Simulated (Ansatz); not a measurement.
`C[SiH2]C1N=CO1`, relaxed with RKS PBE0-D4/def2-TZVP in Ansatz 0.2.0 from a PBE-D4/def2-SVP geometry. The force threshold is 0.005 eV/Å; the program also tests the step.

Total charge 0; spin multiplicity 1.

Start:

```xyz
13

C    -0.341   -1.840   -1.000
Si    0.120   -0.872    0.549
C    -0.479    0.938    0.337
N     0.244    1.662   -0.720
C     0.711    2.364    0.268
O     0.107    1.839    1.375
H     0.062   -2.871   -0.959
H     0.077   -1.332   -1.892
H    -1.442   -1.906   -1.119
H     1.608   -0.795    0.746
H    -0.523   -1.450    1.781
H    -1.583    1.070    0.305
H     1.439    3.192    0.329
```

```csv
step,energy (eV),largest force (eV/Å),largest move (Å)
1,-14630.2557,1.287,0.000
2,-14630.3110,0.335,0.023
3,-14630.3163,0.111,0.016
4,-14630.3166,0.068,0.010
5,-14630.3171,0.017,0.004
6 (rejected),-14630.3171,0.036,0.004
7,-14630.3171,0.010,0.002
8,-14630.3171,0.012,0.010
9,-14630.3171,0.005,0.002
10,-14630.3172,0.001,0.002
```

End:

```xyz
13

C    -0.341   -1.828   -0.991
Si    0.124   -0.867    0.537
C    -0.469    0.926    0.335
N     0.247    1.665   -0.706
C     0.701    2.356    0.271
O     0.108    1.821    1.361
H     0.038   -2.851   -0.936
H     0.083   -1.349   -1.876
H    -1.425   -1.876   -1.112
H     1.595   -0.800    0.731
H    -0.514   -1.437    1.755
H    -1.554    1.059    0.299
H     1.406    3.179    0.332
```

Hardware: 4 threads of a server CPU on a shared host. Wall time 3.4 min, peak host memory 0.7 GiB.
